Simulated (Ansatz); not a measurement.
System: 3-selanylpropan-1-ol, C3H8OSe (charge 0, singlet). 
Coordinates optimised at B3LYP-D3(BJ)/def2-TZVP (Ansatz, a first-principles code):
```xyz
13

O     -3.3102     1.3129    -0.1363
C     -2.5383     0.1546     0.1637
C     -1.0753     0.4978    -0.0629
C     -0.1651    -0.6778     0.2520
Se     1.7489    -0.3238    -0.0888
H     -4.2413     1.1117     0.0008
H     -2.6929    -0.1569     1.2050
H     -2.8282    -0.6848    -0.4820
H     -0.8166     1.3532     0.5655
H     -0.9383     0.8125    -1.0989
H     -0.3853    -1.5344    -0.3866
H     -0.2623    -1.0023     1.2867
H      1.8553     0.7591     0.9031
```

Dipole moments at this geometry, in debye (magnitudes).

| level | program | dipole (D) |
|---|---|---|
| BLYP/def2-TZVPD | Ansatz | 2.42 |
| revPBE/def2-TZVPD | Ansatz | 2.44 |
| r2SCAN/def2-TZVPD | Ansatz | 2.52 |
| B97M-V/def2-TZVPD | Ansatz | 2.44 |
| B3LYP/def2-TZVPD | Ansatz | 2.48 |
| PBE0/def2-TZVPD | Ansatz | 2.51 |
| HSE06/def2-TZVPD | Ansatz | 2.51 |
| wB97M-V/def2-TZVPD | Ansatz | 2.47 |
| CCSD(T)/aug-cc-pVDZ | Ansatz | 2.46 |
